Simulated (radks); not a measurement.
The numbers below are computed, except where a source is named.
Ionisation of the molybdenum ion Mo+, [Kr] 4d5, to [Kr] 4d4 as the strength of local exchange is varied. Level of theory: Dirac Kohn-Sham, Slater X-alpha exchange (alpha = 2/3 is LDA exchange), no correlation, spin-unpolarised, spherical densities, finite nucleus; open shells are shared between the two j in proportion to 2j + 1; Fermi nuclear charge, rms radius 4.4091 fm (a radial shooting solver on a logarithmic mesh with Libxc functionals).

alpha  E(Mo+) (hartree)  exchange (hartree)  IE (eV)  -e of the level emptied (eV)  <r> of it (bohr)
0.635       -4035.35614          -109.73111   14.010                 9.049 (4d5/2)             1.957
0.667       -4040.88966          -115.41784   14.407                 9.378 (4d5/2)             1.935
0.702       -4046.95058          -121.65491   14.850                 9.747 (4d5/2)             1.911
0.758       -4056.66677          -131.67157   15.579                10.360 (4d5/2)             1.874
0.861       -4074.59778          -150.21487   16.987                11.557 (4d5/2)             1.810

NIST Atomic Spectra Database: 16.2 +/- 0.12 eV (semi-empirical). The Delta-SCF value meets it near alpha = 0.80. Spin polarisation and multiplet splitting are left out, so open shells lie too high by an amount that depends on their filling. Sharing an open shell by 2j + 1 raises it above the true ground level by a part of the spin-orbit splitting, which enters the differences from NIST.

Beside tabulated values, note that spin-unpolarised runs miss the spin-polarisation part of the exchange energy of open shells.
